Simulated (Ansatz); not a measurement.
Computed with Ansatz on PBE0-D4/def2-TZVP structures; ΔE is electronic, products minus reactants. CCSD(T)/CBS adds triple-zeta CCSD(T) − MP2 to the extrapolated MP2 energy (def2 sets, frozen cores). This one scheme is used for every species, atoms too. Functionals use def2-TZVPP. B3LYP here is the variant with VWN-RPA as its local correlation; programs differ in this. HSE06 is defined as in plane-wave codes. Open shells (•) are unrestricted, without spin–orbit coupling. Spin–orbit coupling would lower the free atoms: a little for Cl, F, S, Si. Each species was taken in one conformer, which may not be the lowest.

Reaction (atomization): `F[Si](F)(S)Cl` → Cl• + 2 F• + H• + S• + Si•

`F[Si](F)(S)Cl`:

```xyz
6

F     0.653   -1.433   -0.735
Si    0.214   -0.309    0.281
F     1.273   -0.280    1.446
S     0.228    1.596   -0.590
Cl   -1.584   -0.862    1.019
H    -0.783    1.288   -1.422
```

```tsv
level	ΔE (kJ/mol)	difference from CCSD(T)/CBS
LDA (SPW92)	2626.9	335.9
PBE-D4	2307.3	16.3
revPBE-D4	2238.4	-52.6
BLYP-D4	2245.4	-45.6
r2SCAN-D4	2292.7	1.7
B97M-V	2303.7	12.7
PBE0-D4	2254.3	-36.7
B3LYP-D4	2239.5	-51.5
r2SCANh-D4	2269.1	-21.9
HSE06-D4	2255.7	-35.3
BHLYP-D4	2167.6	-123.4
CAM-B3LYP-D4	2262.4	-28.6
ωB97X-V	2288.5	-2.5
ωB97M-V	2291.6	0.6
B2PLYP	2234.6	-56.4
PBE-QIDH	2257.0	-34.0
PBE	2288.6	-2.4
revPBE	2187.5	-103.5
r2SCAN	2288.5	-2.5
PBE0	2238.5	-52.5
r2SCANh	2264.6	-26.4
r2SCAN0	2230.2	-60.8
HSE06	2240.9	-50.1
BHLYP	2142.1	-148.9
CAM-B3LYP	2246.2	-44.8
LC-ωPBE	2252.4	-38.6
HF/def2-SVP	1583.3	-707.7
MP2/def2-SVP	2129.7	-161.3
CCSD/def2-SVP	2016.9	-274.1
CCSD(T)/def2-SVP	2042.3	-248.7
HF/def2-TZVPP	1662.1	-628.9
MP2/def2-TZVPP	2307.5	16.5
SCS-MP2/def2-TZVPP	2251.7	-39.3
CCSD/def2-TZVPP	2162.2	-128.8
HF/def2-QZVPP	1670.8	-620.2
MP2/def2-QZVPP	2359.4	68.4
SCS-MP2/def2-QZVPP	2306.5	15.5
HF/CBS(def2)	1672.0	-619.0
MP2/CBS(def2)	2392.6	101.6
CCSD/CBS(def2)	2247.3	-43.7
CCSD(T)/CBS	2291.0	0
```

Largest T1 diagnostic among the species: 0.012.

Leaving LDA and LC-ωPBE aside and taking each functional with its dispersion term where it has one, the values spread over 139.6 kJ/mol, from BHLYP-D4 to PBE-D4. LDA lies +338.3 kJ/mol from PBE without D4, its usual overbinding. From r2SCAN to r2SCAN0 (25 % exact exchange), in def2-TZVPP and without D4, ΔE moves by −58.3 kJ/mol: exact exchange takes away binding that semilocal exchange gives to molecules. At CCSD(T), def2-SVP lies −248.7 kJ/mol from the extrapolated value and def2-TZVPP −85.1 kJ/mol: correlation converges slowly with the basis, and small sets miss more of it in the bonded molecule than in its fragments.

For atomizations the MP2-based limit and the directly extrapolated one differ by several kJ/mol either way, and by 10 to 25 for some Ge, Se and Sn compounds, so smaller differences from it don't rank the levels.
